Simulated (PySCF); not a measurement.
# Electronic absorption of C5H10Se

Compound: C₅H₁₀Se.
SMILES: `C(CC=[Se])(C)C`

Method: TDDFT wB97X-D/def2-SVPD, vertical, gas phase, core orbitals frozen in the response in PySCF 2.14.0, density-fitted response routines. Isolated species at its PBE0-D3(BJ)/def2-SVP geometry (one conformer only). The wB97X-D/def2-SVPD calculation is non-relativistic and has no spin–orbit coupling, an omission that weighs most on selenium. Torsions of this conformer, `[CH3:1][CH:2]([CH3:3])[CH2:4][CH:5]=[Se:6]`: C1–C2–C4–C5 -62°, C2–C4–C5–Se6 -116°.

Question: What does the calculation give for the low-lying excited states?

Answer: 

| state | E (eV) | λ (nm) | f | main configurations (H = HOMO, L = LUMO) |
| --- | --- | --- | --- | --- |
| S1 | 2.07 | 600.0 | 0.0000 | H→L (99%) |
| S2 | 5.20 | 238.3 | 0.284 | H-1→L (95%) |
| S3 | 5.71 | 217.1 | 0.0015 | H-2→L (56%), H-3→L (18%), H-5→L (15%) |
| S4 | 5.92 | 209.3 | 0.0056 | H→L+1 (66%), H→L+2 (12%), H→L+5 (8%) |
| S5 | 6.07 | 204.1 | 0.113 | H→L+2 (72%), H→L+5 (9%) |
| S6 | 6.51 | 190.4 | 0.0021 | H-3→L (63%), H-2→L (21%) |
| S7 | 6.78 | 182.8 | 0.021 | H→L+3 (74%) |
| S8 | 6.88 | 180.2 | 0.0063 | H→L+4 (77%), H→L+7 (8%), H→L+5 (8%) |
| S9 | 7.14 | 173.7 | 0.0008 | H-4→L (70%), H-2→L (9%) |
| S10 | 7.26 | 170.8 | 0.012 | H-5→L (57%), H-4→L (19%), H-2→L (9%) |

Triplets (Tamm–Dancoff): T1 1.64 eV, H→L (99%); T2 2.67 eV, H-1→L (95%); T3 5.09 eV, H-2→L (49%), H-5→L (19%), H-3→L (13%); T4 5.52 eV, H→L+1 (52%), H→L+2 (13%), H→L+8 (11%).

The lowest singlet comes at 600 nm (199 kJ/mol) in the visible; it is dark (f under 0.0005); its leading configuration is HOMO→LUMO (99%). The most intense listed level is S2 at 5.20 eV (238 nm, f = 0.284), 3.14 eV above S1. Löwdin shares by element: HOMO selenium 78%, carbon 14% or more; LUMO carbon 45% or more, selenium 44%. Weighted by f, the mean energy of these states is 5.60 eV. The oscillator strengths of these states sum to 0.447; summed over the whole spectrum of an exact calculation they would give the number of electrons, 74 (Thomas–Reiche–Kuhn). The listed states span 5.19 eV, and the widest gap between neighbours is 3.14 eV (S1 to S2). S1 lies in the visible range (380 to 750 nm), at 600 nm, dark in the vertical dipole picture (f under 0.0005); light of that wavelength is orange, and its complementary colour is green-blue; a Tamm–Dancoff triplet lies at 465 nm, without intensity as long as spin–orbit coupling is left out. All these states lie below the vertical ionisation energy of 8.30 eV (ΔSCF). The window holds the lowest 10 singlets.

The run took 2.0 min of wall time on one thread, Arm Neoverse V1, on a shared host.
